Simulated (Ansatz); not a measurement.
BrH2Sb (SMILES [Br][SbH2]) moved off its minimum; all values from Ansatz (a quantum-chemistry and plane-wave program), cores frozen in correlated methods. Elements past Kr take the def2 small-core potentials, without spin–orbit coupling.
(charge 0, multiplicity 1)
```xyz
4

Sb    -0.5780    -0.5393     0.5590
H     -0.2913    -1.9262    -0.4872
H     -2.0069    -0.1096    -0.4758
Br     0.9622     1.0423    -0.8753
```

Question: Give the forces (eV/Å), the total energy and the dipole at CCSD(T)/def2-TZVPPD.

Answer: 
```
atom      Fx      Fy      Fz
----  ------  ------  ------
Sb1   -0.333   0.396  -1.678
H2    -0.047   0.420   0.391
H3     0.819  -0.290   0.762
Br4   -0.439  -0.527   0.525
```
Energy -2813.1993 hartree, dipole 2.80 D.
